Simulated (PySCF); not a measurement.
A calculated (r2SCAN, PySCF 2.14, aug-cc-pVTZ-DK, scalar relativity by spin-free X2C-1e) atom or ion has these occupied shells.

```json
{"shell": "1s", "electrons": "2", "orbital energy (eV)": "-24171.8", "rms radius, mean of both spins (bohr)": "0.0365"}
{"shell": "2s", "electrons": "2", "orbital energy (eV)": "-3543.8", "rms radius, mean of both spins (bohr)": "0.150"}
{"shell": "2p", "electrons": "6", "orbital energy (eV)": "-3176.1", "rms radius, mean of both spins (bohr)": "0.133"}
{"shell": "3s", "electrons": "2", "orbital energy (eV)": "-644.64", "rms radius, mean of both spins (bohr)": "0.405"}
{"shell": "3p", "electrons": "6", "orbital energy (eV)": "-522.50", "rms radius, mean of both spins (bohr)": "0.407"}
{"shell": "3d", "electrons": "10", "orbital energy (eV)": "-328.36", "rms radius, mean of both spins (bohr)": "0.391"}
{"shell": "4s", "electrons": "2", "orbital energy (eV)": "-87.406", "rms radius, mean of both spins (bohr)": "1.01"}
{"shell": "4p", "electrons": "6", "orbital energy (eV)": "-52.569", "rms radius, mean of both spins (bohr)": "1.12"}
{"shell": "4d", "electrons": "10", "orbital energy (eV)": "-4.027", "rms radius, mean of both spins (bohr)": "1.78"}
```

(1) Name the element and its charge.

## Answers

(1) Pd (palladium, neutral), in [Kr] 4d10, closed-shell 1S.
